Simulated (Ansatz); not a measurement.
```yaml
crystal:
  periodic: [false, false, false]
  atoms:
    - {symbol: Cu, position_ang: [0.000005, 0.000008, 0.000001]}
    - {symbol: Br, position_ang: [-0.015555, -0.019559, 2.218436]}
    - {symbol: Br, position_ang: [0.015550, 0.019561, -2.218437]}
basis:
  gaussian: {orbitals: def2-TZVP, initial_orbitals: start.molden}
magnetization: {spin_polarized: true, initial_magnetization: 1}
hamiltonian: {xc: pbe}
correlation: {method: rpa, frozen_orbitals: {Br: 9, Cu: 9}}
scf: {omitted_lower_state_checks: [starts]}
```

The file start.molden holds the orbitals of an earlier run on this structure, at another level or in another basis.

```sh
$ ansatz run in.yaml --threads 4 --pin off --events-out ev --progress --plain --max-ram 3916MiB
```

Shortened log:

```
Functional definition: PBE
1121 factors; integrals over basis functions are off by at most 9.9e-4 eV
mean field evaluation 1: about -184708.0768 eV, gradient 9.5e0 eV
mean field evaluation 2: about -184708.2665 eV, gradient 3.7e-1 eV
mean field evaluation 4: about -184708.2645 eV, gradient 1.7e-2 eV
mean field evaluation 8: about -184708.2645 eV, gradient 1.0e-6 eV
mean field evaluation 16: about -184708.2645 eV, gradient 1.2e-6 eV
mean field evaluation 32: about -184708.2645 eV, gradient 1.5e-7 eV
mean field evaluation 64: about -184708.2645 eV, gradient 1.6e-8 eV
mean field evaluation 96: about -184708.2645 eV, gradient 1.5e-8 eV
mean field -184708.26447270 eV, -6787.9035196134 hartree, gradient 1.5e-8 eV, S^2 0.751606; 0 other end points of the search recorded, 0 dependent functions left out
27 core orbitals not correlated: weight in the atoms' cores, before any rotation towards them, 1.000 or more for the frozen orbitals, at most 0.000 for the correlated occupied ones
reference -184594.93521664 eV, -6783.7387462706 hartree; 23, 22 occupied and 91, 92 virtual orbitals, 1121 factors
Error: the energy between an occupied orbital and the lowest state that it is excited into in its spin channel is -0.0123 eV and must be positive: a state without a gap has no random-phase energy
```

Question: Can the result of this run be used?

Answer: No. The run stopped with an error. The reference has no gap: an occupied orbital lies above an empty one, and the correlation energy can't be formed.
